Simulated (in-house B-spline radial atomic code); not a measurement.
Atomic self-consistent-field run: the neon ion Ne⁴⁺. Computed with an all-electron radial atomic-structure program (B-spline basis): non-relativistic B3LYP, spin-polarised, spherical fractional occupations, point nucleus.

Command:
```bash
python run_scf.py task.json out
```
Settings:
```
Z                10
configuration    [He] 2s2 2p2
hamiltonian      nr
method           b3lyp
spin_polarised   True
```

Output (hartree, bohr):
```
 radial grid: 39 intervals, B-splines of order 8, outer radius 8.5106 bohr

 iter        energy (Eh)    residual
    1        -119.053916    2.75e-01
    2        -120.580574    7.90e-02
    3        -120.628676    3.33e-02
    4        -120.636919    1.41e-02
    5        -120.638500    2.03e-03
    6        -120.638562    6.97e-05
    7        -120.638562    7.41e-07
    8        -120.638562    3.54e-08

 total energy                      -120.63856
 kinetic                             120.4302
 electron-nucleus                   -267.1166
 Hartree                              35.6561
 exact exchange                       -1.8241
 exchange-correlation                 -7.7842

 orbital      occ     eigenvalue          <r>       <r^2>       <1/r>     <1/r^3>     <1/r^2>       r_max
 1s up      1.000       -35.4905     0.157967   0.0336184     9.60823           -     187.124      0.1029
 1s down    1.000       -35.3795     0.157447   0.0333647     9.63061           -     187.824      0.1028
 2s up      1.000        -5.0356     0.759406    0.680535     1.92437           -     15.3388       0.628
 2s down    1.000        -4.7569     0.773795    0.708027      1.8809           -     14.6034      0.6349
 2p up      2.000        -4.1652     0.702716    0.607658     1.83377     18.6016     4.65594      0.5353
```

Run time, properties included: 0.09 s on 1 thread of Arm Neoverse V1, on a shared host.

Caution: exact exchange at fractional occupations of open shells leaves self-interaction of up to several eV.
